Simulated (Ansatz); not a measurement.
Frontier orbitals of C$_{2}$H$_{6}$GeO$_{2}$ (`CC(=O)[O][GeH3]`).

Charge 0, multiplicity 1. Correlated methods include outer-core shells of Ge, which these sets cover unevenly. Scalar relativity is left out up to krypton. All single points use the PBE0-D4/def2-TZVP geometry. Basis def2-TZVPP, Ansatz 0.2.0.

```tsv
functional	HOMO (eV)	LUMO (eV)
B3LYP	-7.76	-0.08
```

(1) Give HOMO and LUMO (eV) with LDA (SPW92), PBE, revPBE, BLYP, r2SCAN, B97M-V, PBE0, r2SCANh, r2SCAN0, HSE06 (plane-wave form), BHLYP, CAM-B3LYP, LC-ωPBE, ωB97X-V, ωB97M-V, HF. (Estimate.)

Results:

(1) Computed: 
```
             functional    HOMO   LUMO
            LDA (SPW92)   -6.56  -1.13
                    PBE   -6.36  -0.88
                 revPBE   -6.28  -0.78
                   BLYP   -6.27  -0.77
                 r2SCAN   -6.69  -0.59
                 B97M-V   -6.85  -0.50
                   PBE0   -8.02   0.18
                r2SCANh   -7.32  -0.17
                r2SCAN0   -8.26   0.41
HSE06 (plane-wave form)   -7.61  -0.19
                  BHLYP   -9.64   1.01
              CAM-B3LYP   -9.50   1.13
                LC-ωPBE  -10.82   2.39
                ωB97X-V  -10.50   2.21
                ωB97M-V  -10.45   1.93
                     HF  -12.23   3.22
```

B3LYP here is the variant with VWN-RPA as its local correlation; programs differ in this. LC-ωPBE has ω = 0.4 bohr⁻¹. Positive LUMOs are unbound and depend on the basis.
